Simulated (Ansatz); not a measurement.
Cartesian coordinates in Å:
```
B 1.672 0.205 1.392
As -0.262 0.561 1.551
C -0.868 0.842 -0.303
Si -0.583 -0.668 -1.366
H 2.319 0.830 0.607
H 2.207 -0.490 2.201
H -0.785 -0.836 1.815
H -1.918 1.139 -0.280
H -0.294 1.692 -0.680
H 0.875 -0.967 -1.397
H -1.295 -1.835 -0.779
H -1.068 -0.473 -2.762
```

Charge 0, multiplicity 1.

(1) List the r2SCAN/def2-TZVPP orbital energies in eV (the Gaussian-basis code of Ansatz). (Estimate.)

Results:

(1) The calculation gave: Occupied: -11571.51, -1790.94, -1459.44, -1303.11, -1303.09, -1303.07, -273.49, -188.39, -180.82, -141.41, -135.00, -134.94, -134.85, -96.26, -96.26, -96.26, -41.84, -41.82, -41.74, -41.71, -41.69, -19.00, -15.67, -13.47, -12.41, -11.08, -9.66, -9.31, -8.64, -8.62, -8.41, -7.94, -6.14. Lowest empty: -2.55, -0.24, 0.61, 0.94, 1.00, 1.31, 1.76, 1.80.
